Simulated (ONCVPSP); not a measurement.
## Which change was made? (Ru, ONCV)

| Quantity | Value |
| --- | --- |
| Element | ruthenium (Ru) |
| Generator | ONCVPSP 4.0.1 |
| Type | optimised norm-conserving Vanderbilt (ONCV) |
| Functional | BLYP |
| Relativity | scalar-relativistic |
| Frozen core | [Kr] |
| Valence charge | 8 |
| Reference configuration | 4d7 5s1 |
| Partial waves | 5s: rc 2.85 bohr, ncon 3, nbas 6, qcut 2.3 1/bohr, 2 projectors, debl 2.7 Ha; p scattering state at 0.42 Ha: rc 2.20 bohr, ncon 4, nbas 8, qcut 3.6 1/bohr, 2 projectors, debl 1.1 Ha; 4d: rc 1.30 bohr, ncon 5, nbas 9, qcut 7.6 1/bohr, 2 projectors, debl 1.7 Ha |
| Local potential | polynomial inside 0.95 bohr (lpopt 5, dvloc0 4 Ha) |
| Core correction | polynomial model core, fcfact 0.65 |

Cutoffs, loose and tight: the cutoffs (Ha) at which the residual kinetic energy of the hardest occupied pseudo-wave falls to 1 and 0.1 mHa per electron. They do not see the model core or the augmentation charge, which bear on the density cutoff. Test errors are all-electron minus pseudo excitation energies from the reference, over the configurations 4d7 5s0; 4d6 5s0; 4d5 5s0; 4d6 5s1; variants that change the core or the reference have their own tests.

The base gives: outcome: generated; cutoff, loose: 26 Ha; cutoff, tight: 46 Ha; bound ghosts: s, p; GHOST(+) flags above zero: s, p; largest test error (meV): -359.

Question: After one change the result is: outcome: generated; cutoff, loose: 26 Ha; cutoff, tight: 46 Ha; bound ghosts: s, p; GHOST(+) flags above zero: s, p; largest test error (meV): -39. Which change was it?
A. fully relativistic
B. core correction none
C. s: qcut 1.9; p: qcut 2.9; d: qcut 6.1
D. all radii but the core radius scaled by about 1.28 (s 3.66, p 2.82, d 1.66 bohr); local potential polynomial inside 1.22 bohr (lpopt 5, dvloc0 4 Ha)
E. s: rc 3.72

Answer: B. The others give: s: qcut 1.9; p: qcut 2.9; d: qcut 6.1 → outcome: generated; cutoff, loose: 49 Ha; cutoff, tight: 154 Ha; bound ghosts: s; GHOST(+) flags above zero: s, p; largest test error (meV): -408 | s: rc 3.72 → outcome: generated; cutoff, loose: 26 Ha; cutoff, tight: 46 Ha; bound ghosts: s, p; GHOST(+) flags above zero: s, p; largest test error (meV): -599 | all radii but the core radius scaled by about 1.28 (s 3.66, p 2.82, d 1.66 bohr); local potential polynomial inside 1.22 bohr (lpopt 5, dvloc0 4 Ha) → outcome: generated, projector energies reset by the program; cutoff, loose: 23 Ha; cutoff, tight: 28 Ha; bound ghosts: none; GHOST(+) flags above zero: s, p; largest test error (meV): -580 | fully relativistic → outcome: generated; cutoff, loose: 26 Ha; cutoff, tight: 47 Ha; bound ghosts: s, p3/2, p1/2; GHOST(+) flags above zero: s, p3/2, p1/2; largest test error (meV): -354.
